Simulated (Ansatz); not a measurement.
Input for Ansatz (an electronic-structure program): R-MP2/def2-TZVPPD on Cl2Mg (SMILES [Cl][Mg][Cl]), atoms moved off the minimum. Files ending in .json are basis or fitting sets from the Basis Set Exchange.

Ansatz 0.2 input:
```yaml
crystal:
  periodic: [false, false, false]
  atoms:
    - {symbol: Mg, position_ang: [0.02837183, 0.05831594, 0.02021054]}
    - {symbol: Cl, position_ang: [0.02748045, 0.13990232, -2.08039575]}
    - {symbol: Cl, position_ang: [-0.09638748, 0.13114221, 2.23127636]}
basis:
  gaussian:
    orbitals: def2-TZVPPD.json
magnetization: {spin_polarized: false}
correlation: {method: mp2, electrons: outside_noble_gas}
scf: {lower_state_search: off}
output: {forces: true}
```

Program output:

```
WARN ansatz: RAYON_NUM_THREADS=6 ignored (pool sized by the plan → 6); use --threads N
Functional definition: HF
these checks for a lower state are left out or cut short: starts, cluster_reference, orbital_swaps, neighbouring_geometries, increment
integrals: 0.11 GiB planned
896 factors; integrals over basis functions are off by at most 1.1e-3 eV
mean field: 0.36 GiB planned
mean field evaluation 1: about -30442.8531 eV, gradient 1.9e1 eV
mean field evaluation 2: about -30442.8871 eV, gradient 1.9e1 eV
mean field evaluation 4: about -30444.0642 eV, gradient 1.1e0 eV
mean field evaluation 8: about -30444.0774 eV, gradient 9.5e-5 eV
mean field -30444.07740167 eV, -1118.7992087746 hartree, gradient 1.9e-6 eV, S^2 0.000000; 0 other end points of the search recorded, 0 dependent functions left out
15 core orbitals not correlated
reference -30444.07740167 eV, -1118.7992087746 hartree; 8, 8 occupied and 114, 114 virtual orbitals, 896 factors
densities: 0.32 GiB planned
second order -11.11011843 eV of doubles, -0.00000000 eV of singles
the calculation of the forces begins
mean field evaluation 16: about -30444.0774 eV, gradient 1.9e-6 eV
Total energy: -30455.18752010 eV, -1119.2074980963 hartree
Atom 0 at     0.028372     0.058316     0.020211 Å, force    -0.069341     0.026076     1.604857 eV/Å
Atom 1 at     0.027480     0.139902    -2.080396 Å, force     0.025179     0.016285    -1.255107 eV/Å
Atom 2 at    -0.096387     0.131142     2.231276 Å, force     0.044162    -0.042361    -0.349750 eV/Å
Dipole moment:     0.067948    -0.082084    -0.096762 e Å
Checks for a lower state left out: starts, cluster_reference, orbital_swaps, neighbouring_geometries, increment
```

The run converged.

Cost: around 7 core-seconds (rough).
